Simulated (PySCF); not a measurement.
GeH4OTe, SMILES [GeH3][Te]O.

Geometry optimised at PBE0-D3(BJ)/def2-SVP. The structure was generated by enumeration, and PubChem lists no compound with its InChIKey, so it may never have been made. The def2 effective core potentials stand for the cores of Te; spin–orbit coupling is left out. The values are those of a single conformer.

Two levels are set side by side: TDA-PBE/def2-SVPD (PySCF) and TDA-LC-ωPBE/def2-SVPD (PySCF). Vertical, same geometry. The lowest singlet is HOMO→LUMO 99 % with PBE and HOMO→LUMO 93 % with the other functional; states are paired by order. Differences are taken from unrounded values.

| quantity | TDA-LC-ωPBE |
|---|---|
| lowest singlet excitation (eV) | 3.04 |
| lowest triplet excitation (TDA) (eV) | 2.22 |

Problem. What does TDA-PBE give, and how far is it from TDA-LC-ωPBE? (Estimate from the structure and the level; the computed values follow.)

Solution. 
```json
[
 {"quantity": "lowest singlet excitation (eV)", "TDA-PBE": "2.77", "TDA-PBE minus TDA-LC-ωPBE": "-0.27"},
 {"quantity": "lowest triplet excitation (TDA) (eV)", "TDA-PBE": "2.07", "TDA-PBE minus TDA-LC-ωPBE": "-0.14"}
]
```

A lower first singlet is the usual sign of a functional without exact exchange. Differences between two approximate levels are no errors against the true value.

Rough cost on one machine, each run with all the roots and properties that it gave: TDA-LC-ωPBE against TDA-PBE about 3 times.
